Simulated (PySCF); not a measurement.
# Computed properties of Sn(H)(Cl)2(OMe) (CH4Cl2OSn), SMILES C[O][SnH]([Cl])[Cl]

Sn(H)(Cl)2(OMe) (CH4Cl2OSn), SMILES C[O][SnH]([Cl])[Cl]. Geometry: B3LYP-D3(BJ)/def2-SVP. The structure was generated by enumeration; whether it is a known compound was not checked. The def2 effective core potentials stand for the cores of Sn; spin–orbit coupling is left out. Other conformers were not sampled. All values are computed for the isolated molecule unless a solvent is named; none is compared with measurement here.

**Structure.** The optimised structure has Cs symmetry. All 21 harmonic modes at B3LYP-D3(BJ)/def2-SVP (PySCF) are real, so it is a minimum. With heavy atoms numbered as in [SnH:1]([Cl:2])([Cl:3])[O:4][CH3:5], the shortest bond between them is O4–C5 at 1.416 Å and the longest Sn1–Cl2 at 2.356 Å.

**Vibrations.** The strongest infrared lines (harmonic, unscaled, degenerate partners summed) lie at 1094 cm⁻¹ (189 km/mol, O 52 %, C 44 %), 569 cm⁻¹ (88 km/mol, O 63 %, H 16 %, Sn 14 %), 1964 cm⁻¹ (77 km/mol, H 99 %). The softest mode is at 46 cm⁻¹ and the zero-point energy is 31.7 kcal/mol.

**Electronic structure.** CAM-B3LYP/def2-TZVP (PySCF) places the frontier levels at -9.81 and -1.16 eV, a gap of 8.65 eV, and gives a dipole moment of 1.30 D and a mean polarisability of 76.6 bohr³. PBE/def2-TZVP (PySCF) at the same geometry gives -6.78 and -3.08 eV, so its gap is 4.95 eV narrower. An orbital gap is neither the optical nor the fundamental gap.

**Excitations.** TDDFT-PBE0/def2-SVPD (PySCF) has S1 at 4.71 eV (263 nm, f = 0.008, weak); the most intense of the 10 singlets computed lies at 5.53 eV (f = 0.08). T1 (TDA) is at 4.38 eV. TDDFT-PBE/def2-SVPD (PySCF) puts S1 at 3.74 eV. No vertical singlet excitation falls in the visible range (under 3.1 eV).
